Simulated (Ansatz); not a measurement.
C4H3F5 can be A, `FC/C(F)=C\C(F)(F)F`, or B, `FC1C(F)(F)CC1(F)F`.

Program: Ansatz. Geometries: PBE0-D4/def2-TZVP. ΔE: electronic, gas phase. CBS: MP2 limit from def2 TZ/QZ plus the TZ coupled-cluster correction, frozen cores. DFT in def2-TZVPP. One conformer a species, not always the lowest.

(1) Which isomer does CCSD(T)/CBS put lower? Give the gap. (Best estimate.)

(2) Give E(B) − E(A) in kJ/mol with PBE0-D4, LDA (SPW92), ωB97M-V, B2PLYP, r2SCAN-D4, CCSD/def2-TZVPP, CCSD(T)/def2-TZVPP. (Estimate.)

(3) Does the order hold for the free energy at 298.15 K (harmonic terms from PBE0-D4)? (Best estimate.)

Largest T1 diagnostic: 0.012.

Answers

(1) Computed: A, by 12.5 kJ/mol.

(2) Computed: PBE0-D4 2.2, LDA (SPW92) -4.8, ωB97M-V 7.2, B2PLYP 21.8, r2SCAN-D4 14.8, CCSD/def2-TZVPP 11.3, CCSD(T)/def2-TZVPP 13.2. The order is the other way round with LDA (SPW92).

(3) The calculation gave: Yes: G(B) − G(A) = +20.8 kJ/mol, for one conformer each. Modes under 60 cm⁻¹, often nearly free rotors, make the harmonic entropy too high.

From r2SCAN to r2SCAN0 (25 % exact exchange), in def2-TZVPP and without D4, E(B) − E(A) moves by −8.2 kJ/mol. Leaving LDA and LC-ωPBE aside and taking each functional with its dispersion term where it has one, the values, not all of them listed here, spread over 35.3 kJ/mol, from ωB97X-V to BLYP-D4. LDA lies −17.2 kJ/mol from PBE without D4.
